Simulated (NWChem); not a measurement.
System: TiH4S; SMILES [TiH3][SH]

Input file for NWChem:

```
start job
memory heap 200 mb stack 900 mb global 1100 mb
geometry units angstroms noautosym nocenter noautoz
  Ti    -0.052989     0.774158    -0.111332
  H     -1.095382     1.121286     1.175905
  H      1.528220     1.242913     0.229148
  H     -0.576420     1.496664    -1.539823
  S     -0.080639    -1.441513    -0.398904
  H     -0.954855    -1.326073     0.645904
end
basis spherical
  * library pcsseg-1
end
dft
  xc slater vwn_5
  iterations 150
end
property
  shielding 5 1 2 3 5 6
end
task dft property
```

NWChem printed, in part:

```
             Northwest Computational Chemistry Package (NWChem) 7.3.0
             --------------------------------------------------------

                             Geometry "geometry" -> ""
                             -------------------------

 Output coordinates in angstroms (scale by  1.889725989 to convert to a.u.)

  No.       Tag          Charge          X              Y              Z
 ---- ---------------- ---------- -------------- -------------- --------------
    1 Ti                  22.0000    -0.05298900     0.77415800    -0.11133200
    2 H                    1.0000    -1.09538200     1.12128600     1.17590500
    3 H                    1.0000     1.52822000     1.24291300     0.22914800
    4 H                    1.0000    -0.57642000     1.49666400    -1.53982300
    5 S                   16.0000    -0.08063900    -1.44151300    -0.39890400
    6 H                    1.0000    -0.95485500    -1.32607300     0.64590400

 Effective nuclear repulsion energy (a.u.)     124.1460077990

                              NWChem Property Module
                              ----------------------

  itol2e modified to match energy
  convergence criterion.

                                 NWChem DFT Module
                                 -----------------

 Summary of "ao basis" -> "ao basis" (spherical)
 ------------------------------------------------------------------------------
       Tag                 Description            Shells   Functions and Types
 ---------------- ------------------------------  ------  ---------------------
 Ti                         pcsseg-1                15       45   5s6p3d1f
 H                          pcsseg-1                 3        5   2s1p
 S                          pcsseg-1                10       24   4s5p1d

  itol2e modified to match energy
  convergence criterion.

            General Information
            -------------------
          SCF calculation type: DFT
          Wavefunction type:  closed shell.
          No. of atoms     :     6
          No. of electrons :    42
           Alpha electrons :    21
            Beta electrons :    21
          Charge           :     0
          Spin multiplicity:     1
          Use of symmetry is: off; symmetry adaption is: off
          Maximum number of iterations: 150
          AO basis - number of functions:    89
                     number of shells:    37
          Convergence on energy requested:  1.00D-07
          Convergence on density requested:  1.00D-05
          Convergence on gradient requested:  5.00D-04

              XC Information
              --------------
                        Slater Exchange Functional  1.000 local
                      VWN V Correlation Functional  1.000 local

             Grid Information
             ----------------
          Grid used for XC integration:  fine
          Radial quadrature: Mura-Knowles
          Angular quadrature: Lebedev.
          Tag              B.-S. Rad. Rad. Pts. Rad. Cut. Ang. Pts.
          ---              ---------- --------- --------- ---------
          Ti                  1.40      140          10.0       974
          H                   0.35       60          11.0       590
          S                   1.00      123          10.0       770
          Grid pruning is: on
          Number of quadrature shells:   503
          Spatial weights used:  Erf1

      Superposition of Atomic Density Guess
      -------------------------------------

 Sum of atomic energies:       -1247.69886195

      Non-variational initial energy
      ------------------------------

 Total energy =   -1247.685577
 1-e energy   =   -1960.537909
 2-e energy   =     588.706324
 HOMO         =      -0.315138
 LUMO         =       0.005283

[...]

          -----------------------------------------
          Chemical Shielding Tensors (GIAO, in ppm)
          -----------------------------------------

                                NWChem CPHF Module
                                ------------------

  scftype          =     RHF
  nclosed          =       21
  nopen            =        0
  variables        =     1428
  # of vectors     =        3
  tolerance        = 0.10D-03
  level shift      = 0.00D+00
  max iterations   =       50
  max subspace     =       30

 SCF residual:    6.3627041900579434E-004

Iterative solution of linear equations
  No. of variables     1428
  No. of equations        3
  Maximum subspace       30
        Iterations       50
       Convergence  1.0D-04

   iter   nsub   residual    time
   ----  ------  --------  ---------
     1      3    1.69D-03     107.1
     2      6    3.16D-07     112.8

      Atom:    1  Ti
        Diamagnetic
   1611.4529      0.0347     -0.9872
      0.0347   1620.8295      1.4393
     -0.9872      1.4393   1611.9764

        Paramagnetic
  -4100.9659     66.4226     -2.8367
     66.4226  -5027.7072   -210.8098
     -2.8367   -210.8098  -4142.2489

        Total Shielding Tensor
  -2489.5130     66.4573     -3.8240
     66.4573  -3406.8777   -209.3705
     -3.8240   -209.3705  -2530.2725

           isotropic =   -2808.8878
          anisotropy =    -974.4805

          Principal Components and Axis System
                 1           2           3
            -3458.5414  -2502.4771  -2465.6448

      1        -0.0659      0.7287     -0.6817
      2         0.9734     -0.1032     -0.2044
      3         0.2193      0.6770      0.7025

      Atom:    2  H
        Diamagnetic
     27.5600     -2.9037     -7.9831
     -2.9037     24.2166      3.8864
     -7.9831      3.8864     31.2218

        Paramagnetic
    -12.4737     10.7824     34.4922
     10.7824     14.3085    -12.9395
     34.4922    -12.9395    -27.5228

        Total Shielding Tensor
     15.0863      7.8788     26.5091
      7.8788     38.5251     -9.0531
     26.5091     -9.0531      3.6990

           isotropic =      19.1035
          anisotropy =      32.8696

          Principal Components and Axis System
                 1           2           3
               41.0166     36.4655    -20.1717

      1         0.1989      0.7614     -0.6170
      2         0.9754     -0.0926      0.2002
      3        -0.0953      0.6416      0.7611

      Atom:    3  H
        Diamagnetic
     36.0508      5.3698      3.1563
      5.3698     24.5268      1.5087
      3.1563      1.5087     22.0557

        Paramagnetic
    -47.0300    -19.5910    -14.2079
    -19.5910     11.1688     -3.4115
    -14.2079     -3.4115     15.6509

        Total Shielding Tensor
    -10.9792    -14.2212    -11.0516
    -14.2212     35.6957     -1.9028
    -11.0516     -1.9028     37.7066

           isotropic =      20.8077
          anisotropy =      30.2435

          Principal Components and Axis System
                 1           2           3
               40.9700     38.6894    -17.2364

      1        -0.3200     -0.0729      0.9446
      2         0.5975      0.7582      0.2609
      3         0.7352     -0.6479      0.1990

      Atom:    4  S
        Diamagnetic
   1055.7670      0.2377     -1.8300
      0.2377   1061.6417      0.8011
     -1.8300      0.8011   1056.4487

        Paramagnetic
  -1724.8235    111.8707    503.2287
    111.8707   -245.1398     21.4504
    503.2287     21.4504  -1896.4287

        Total Shielding Tensor
   -669.0565    112.1084    501.3987
    112.1084    816.5019     22.2515
    501.3987     22.2515   -839.9799

           isotropic =    -230.8449
          anisotropy =   -1550.6697

          Principal Components and Axis System
                 1           2           3
            -1264.6246    827.2878   -255.1977

      1        -0.6467      0.0879      0.7576
      2         0.0267      0.9953     -0.0927
      3         0.7622      0.0397      0.6461

      Atom:    5  H
        Diamagnetic
     27.0946      2.9114    -11.6845
      2.9114     25.5101     -2.1631
    -11.6845     -2.1631     30.2259

        Paramagnetic
      3.5548    -11.8793     19.2830
    -11.8793    -13.9798      8.8643
     19.2830      8.8643      0.0119

        Total Shielding Tensor
     30.6493     -8.9680      7.5984
     -8.9680     11.5303      6.7012
      7.5984      6.7012     30.2377

           isotropic =      24.1391
          anisotropy =      21.1046

          Principal Components and Axis System
                 1           2           3
               38.2088     29.5090      4.6995

      1         0.7586     -0.5184      0.3947
      2        -0.0930      0.5135      0.8531
      3         0.6449      0.6838     -0.3413
```

Level: LDA (Slater exchange, VWN5)/pcSseg-1, GIAO. All runs use the structure optimised with PBE0/def2-SVP. The output numbers the shielded atoms by their place in the input's list. The printed shielding anisotropy is the first printed principal value minus the mean of the other two.
